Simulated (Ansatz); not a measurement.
A nudged elastic band was laid between two geometries of C2H9NSi + H2S (16 atoms, charge 0, multiplicity 1).

Method: Ansatz 0.2.0, RKS LDA/6-31G.

```json
{
 "movable images": "9",
 "climbing image": "yes",
 "spring": "5.0 eV/Å²",
 "optimiser": "quadratic models (default)",
 "start path": "through a guess of the saddle point",
 "force threshold": "0.03 eV/Å",
 "iteration limit": "60",
 "end points": "relaxed"
}
```

Image 0:

```xyz
16
Properties=species:S:1:pos:R:3
Si -0.702 -0.162 -0.116
N 0.228 0.738 1.185
C -1.571 -1.683 0.591
C 0.582 -0.542 -1.433
H -1.714 0.870 -0.569
H 0.872 1.779 0.449
S 1.531 2.903 -0.459
H -0.331 1.242 1.886
H 0.989 0.215 1.640
H -2.270 -1.407 1.401
H -2.151 -2.191 -0.202
H -0.837 -2.407 0.992
H 1.100 0.411 -1.670
H 1.323 -1.282 -1.076
H 0.114 -0.938 -2.352
H 2.838 2.452 -0.266
```

Image 10:

```xyz
16
Properties=species:S:1:pos:R:3
Si -0.736 0.159 -1.076
N 1.150 0.138 1.932
C -1.707 -0.717 0.278
C 0.951 -0.651 -1.293
H -1.500 0.303 -2.383
H 0.812 0.979 1.447
S -0.454 2.239 -0.229
H 0.686 -0.058 2.818
H 2.163 0.035 1.958
H -1.001 -0.828 1.125
H -2.597 -0.147 0.593
H -2.028 -1.720 -0.059
H 1.633 -0.068 -1.935
H 1.362 -0.735 -0.264
H 0.837 -1.663 -1.725
H 0.428 2.732 -1.188
```

Problem. What changes between the two ends?

Solution. Bonds broken: Si1–N2. Bonds formed: Si1–S7, N2–H6. C2H9NSi + H2S becomes C2H8SSi + H3N.

Problem. What energy profile does the band end with?

Solution. The run converged. The highest image is number 4 of 0 to 10, 0.49 eV above the first end and 0.50 eV above the last; the last end lies 0.02 eV below the first. The profile has 3 maxima (images 4, 7, 9) with wells between them (images 6, 8): this band takes more than one step, which may be the mechanism or a detour left from its start path. A structure lower than the last end lies on the path between it and the top, so the climb from that side starts below the end, which may itself be a saddle point or a shallow side well. A vibrational analysis at the climbing image gives one clearly imaginary mode, 131i cm⁻¹: a first-order saddle point. The orbitals stay closed-shell, which can raise the energy where a bond breaks towards radicals; this wasn't checked here. Limits of this set-up: no polarisation functions.

| image | path coordinate (Å) | energy (eV) | Si1–N2 (Å) | Si1–S7 (Å) | N2–H6 (Å) |
| --- | --- | --- | --- | --- | --- |
| 0 | 0.00 | 0.00 | 1.84 | 3.81 | 1.43 |
| 1 | 0.87 | 0.02 | 1.83 | 3.68 | 1.43 |
| 2 | 1.75 | 0.11 | 1.85 | 3.47 | 1.33 |
| 3 | 2.62 | 0.37 | 1.94 | 2.96 | 1.12 |
| 4 | 3.50 | 0.49 | 2.10 | 2.56 | 1.05 |
| 5 | 5.40 | 0.24 | 2.32 | 2.35 | 1.03 |
| 6 | 7.31 | -0.03 | 2.35 | 2.28 | 1.03 |
| 7 | 9.21 | 0.02 | 3.42 | 2.26 | 1.02 |
| 8 | 11.11 | -0.01 | 3.59 | 2.26 | 1.03 |
| 9 | 13.01 | 0.04 | 3.65 | 2.27 | 1.03 |
| 10 | 14.92 | -0.02 | 3.55 | 2.26 | 1.03 |

Problem. What is the geometry of the highest image?

Solution. 
```xyz
16
Properties=species:S:1:pos:R:3
Si -0.500 0.295 -0.328
N 0.566 0.409 1.479
C -1.496 -1.119 0.515
C 0.762 -0.522 -1.487
H -1.653 0.955 -1.091
H 0.925 1.396 1.417
S 0.492 2.649 -0.365
H -0.076 0.281 2.275
H 1.305 -0.309 1.491
H -2.204 -0.727 1.273
H -2.104 -1.623 -0.261
H -0.845 -1.874 0.999
H 1.022 0.163 -2.311
H 1.691 -0.789 -0.948
H 0.332 -1.450 -1.909
H 1.782 2.266 -0.750
```

The band took 33 iterations and of the order of 16 core-minutes.

Time of the run: 8.2 min on 2 threads of Arm Neoverse V2, with other jobs on the host, peak memory 0.15 GiB.
